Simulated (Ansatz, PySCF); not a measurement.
Dissociation curve of H6Al2O2, singlet. The Al1–H10 bond (Al1 also carries Al, H, O, O; H10 carries nothing else) is pulled apart rigidly from the PBE0/def2-SVP optimised geometry.

Computed with: UKS-BP86/6-31G* = unrestricted BP86/6-31G*, spherical d in PySCF 2.14.0; RKS-BP86/6-31G* = PySCF with restricted BP86/6-31G*, spherical d; RKS-B3LYP/6-31G* = restricted B3LYP/6-31G*, spherical d in PySCF; UCCSD(T) = CCSD(T) on UHF/cc-pVDZ, frozen core in Ansatz (an electronic-structure program).

Energies relative to the lowest point of each curve near equilibrium, in kcal/mol; the last columns give the difference from UCCSD(T):

```json
[
 {"R / Å": "1.30", "UKS-BP86/6-31G*": "20.7", "RKS-BP86/6-31G*": "20.7", "RKS-B3LYP/6-31G*": "19.6", "UCCSD(T)": "18.9", "UKS-BP86/6-31G* − UCCSD(T)": "1.8", "RKS-BP86/6-31G* − UCCSD(T)": "1.8", "RKS-B3LYP/6-31G* − UCCSD(T)": "0.7"},
 {"R / Å": "1.40", "UKS-BP86/6-31G*": "8.0", "RKS-BP86/6-31G*": "8.0", "RKS-B3LYP/6-31G*": "7.2", "UCCSD(T)": "6.9", "UKS-BP86/6-31G* − UCCSD(T)": "1.0", "RKS-BP86/6-31G* − UCCSD(T)": "1.0", "RKS-B3LYP/6-31G* − UCCSD(T)": "0.3"},
 {"R / Å": "1.49", "UKS-BP86/6-31G*": "2.2", "RKS-BP86/6-31G*": "2.2", "RKS-B3LYP/6-31G*": "1.8", "UCCSD(T)": "1.7", "UKS-BP86/6-31G* − UCCSD(T)": "0.5", "RKS-BP86/6-31G* − UCCSD(T)": "0.5", "RKS-B3LYP/6-31G* − UCCSD(T)": "0.1"},
 {"R / Å": "1.53", "UKS-BP86/6-31G*": "0.8", "RKS-BP86/6-31G*": "0.8", "RKS-B3LYP/6-31G*": "0.6", "UCCSD(T)": "0.6", "UKS-BP86/6-31G* − UCCSD(T)": "0.3", "RKS-BP86/6-31G* − UCCSD(T)": "0.3", "RKS-B3LYP/6-31G* − UCCSD(T)": "0.0"},
 {"R / Å": "1.59", "UKS-BP86/6-31G*": "0.0", "RKS-BP86/6-31G*": "0.0", "RKS-B3LYP/6-31G*": "0.0", "UCCSD(T)": "0.0", "UKS-BP86/6-31G* − UCCSD(T)": "0.0", "RKS-BP86/6-31G* − UCCSD(T)": "0.0", "RKS-B3LYP/6-31G* − UCCSD(T)": "0.0"},
 {"R / Å": "1.64", "UKS-BP86/6-31G*": "0.2", "RKS-BP86/6-31G*": "0.2", "RKS-B3LYP/6-31G*": "0.4", "UCCSD(T)": "0.4", "UKS-BP86/6-31G* − UCCSD(T)": "-0.2", "RKS-BP86/6-31G* − UCCSD(T)": "-0.2", "RKS-B3LYP/6-31G* − UCCSD(T)": "0.0"},
 {"R / Å": "1.70", "UKS-BP86/6-31G*": "1.2", "RKS-BP86/6-31G*": "1.2", "RKS-B3LYP/6-31G*": "1.6", "UCCSD(T)": "1.7", "UKS-BP86/6-31G* − UCCSD(T)": "-0.5", "RKS-BP86/6-31G* − UCCSD(T)": "-0.5", "RKS-B3LYP/6-31G* − UCCSD(T)": "0.0"},
 {"R / Å": "1.80", "UKS-BP86/6-31G*": "4.3", "RKS-BP86/6-31G*": "4.3", "RKS-B3LYP/6-31G*": "5.2", "UCCSD(T)": "5.3", "UKS-BP86/6-31G* − UCCSD(T)": "-1.0", "RKS-BP86/6-31G* − UCCSD(T)": "-1.0", "RKS-B3LYP/6-31G* − UCCSD(T)": "-0.1"},
 {"R / Å": "1.90", "UKS-BP86/6-31G*": "8.7", "RKS-BP86/6-31G*": "8.7", "RKS-B3LYP/6-31G*": "10.1", "UCCSD(T)": "10.1", "UKS-BP86/6-31G* − UCCSD(T)": "-1.4", "RKS-BP86/6-31G* − UCCSD(T)": "-1.4", "RKS-B3LYP/6-31G* − UCCSD(T)": "-0.1"},
 {"R / Å": "2.08", "UKS-BP86/6-31G*": "18.4", "RKS-BP86/6-31G*": "18.4", "RKS-B3LYP/6-31G*": "20.5", "UCCSD(T)": "20.6", "UKS-BP86/6-31G* − UCCSD(T)": "-2.2", "RKS-BP86/6-31G* − UCCSD(T)": "-2.2", "RKS-B3LYP/6-31G* − UCCSD(T)": "-0.1"},
 {"R / Å": "2.33", "UKS-BP86/6-31G*": "32.9", "RKS-BP86/6-31G*": "32.9", "RKS-B3LYP/6-31G*": "36.1", "UCCSD(T)": "36.0", "UKS-BP86/6-31G* − UCCSD(T)": "-3.1", "RKS-BP86/6-31G* − UCCSD(T)": "-3.1", "RKS-B3LYP/6-31G* − UCCSD(T)": "0.1"},
 {"R / Å": "2.63", "UKS-BP86/6-31G*": "49.4", "RKS-BP86/6-31G*": "49.4", "RKS-B3LYP/6-31G*": "53.8", "UCCSD(T)": "52.9", "UKS-BP86/6-31G* − UCCSD(T)": "-3.5", "RKS-BP86/6-31G* − UCCSD(T)": "-3.5", "RKS-B3LYP/6-31G* − UCCSD(T)": "0.9"},
 {"R / Å": "2.95", "UKS-BP86/6-31G*": "64.6", "RKS-BP86/6-31G*": "64.6", "RKS-B3LYP/6-31G*": "70.2", "UCCSD(T)": "67.3", "UKS-BP86/6-31G* − UCCSD(T)": "-2.7", "RKS-BP86/6-31G* − UCCSD(T)": "-2.7", "RKS-B3LYP/6-31G* − UCCSD(T)": "2.9"},
 {"R / Å": "3.35", "UKS-BP86/6-31G*": "77.5", "RKS-BP86/6-31G*": "79.7", "RKS-B3LYP/6-31G*": "86.8", "UCCSD(T)": "79.5", "UKS-BP86/6-31G* − UCCSD(T)": "-2.1", "RKS-BP86/6-31G* − UCCSD(T)": "0.2", "RKS-B3LYP/6-31G* − UCCSD(T)": "7.3"},
 {"R / Å": "3.90", "UKS-BP86/6-31G*": "85.2", "RKS-BP86/6-31G*": "94.3", "RKS-B3LYP/6-31G*": "103.3", "UCCSD(T)": "86.6", "UKS-BP86/6-31G* − UCCSD(T)": "-1.3", "RKS-BP86/6-31G* − UCCSD(T)": "7.7", "RKS-B3LYP/6-31G* − UCCSD(T)": "16.8"},
 {"R / Å": "4.63", "UKS-BP86/6-31G*": "88.7", "RKS-BP86/6-31G*": "105.4", "RKS-B3LYP/6-31G*": "116.8", "UCCSD(T)": "88.0", "UKS-BP86/6-31G* − UCCSD(T)": "0.7", "RKS-BP86/6-31G* − UCCSD(T)": "17.4", "RKS-B3LYP/6-31G* − UCCSD(T)": "28.8"}
]
```

UKS-BP86/6-31G* is furthest from UCCSD(T) at 2.63 (-3.5 kcal/mol, below); its mean absolute difference over the points is 1.4 kcal/mol.

RKS-BP86/6-31G* is furthest from UCCSD(T) at 4.63 (17.4 kcal/mol, above); its mean absolute difference over the points is 2.7 kcal/mol.

RKS-B3LYP/6-31G* is furthest from UCCSD(T) at 4.63 (28.8 kcal/mol, above); its mean absolute difference over the points is 3.6 kcal/mol.

The unrestricted determinant behind UKS-BP86/6-31G* is spin-contaminated at 3.35 to 4.63 Å (<S²> up to 1.0, against 0.00 for a pure singlet). The restricted form behind RKS-BP86/6-31G*, RKS-B3LYP/6-31G* keeps the bonding electrons paired and can't separate into open-shell fragments. The unrestricted determinant behind UCCSD(T) is spin-contaminated at 2.63 to 4.63 Å (<S²> up to 1.0, against 0.00 for a pure singlet).
